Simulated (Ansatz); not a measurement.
Cartesian coordinates (Å):
SMILES: C(C#C)=C=C
```xyz
9

C      2.2753     0.7190     0.5613
C      1.4258     0.0998    -0.0224
C      0.4555    -0.6634    -0.7201
C     -0.7928    -0.2950    -0.8696
C     -2.0298     0.0549    -1.0261
H      3.0203     1.2741     1.0798
H      0.7778    -1.6088    -1.1527
H     -2.3426     0.6468    -1.8809
H     -2.7894    -0.2274    -0.3035
```
Charge 0, multiplicity 1.

Method: frozen-core CCSD(T)/def2-TZVPP // PBE0-D3(BJ)/def2-TZVP (Ansatz, a program for electronic structure). The restricted HF reference is unstable towards unrestricted orbitals.

```
Item                            Value
----------------------  -------------
HF energy               -191.60849 Ha
MP2 correlation energy    -0.76229 Ha
```

Estimate the CCSD correlation energy, the (T) correction, the total energy and the T1 diagnostic.


- CCSD correlation energy = -0.78812 Ha
- (T) correction = -0.04217 Ha
- CCSD(T) total energy = -192.43878 Ha
- T1 diagnostic = 0.013
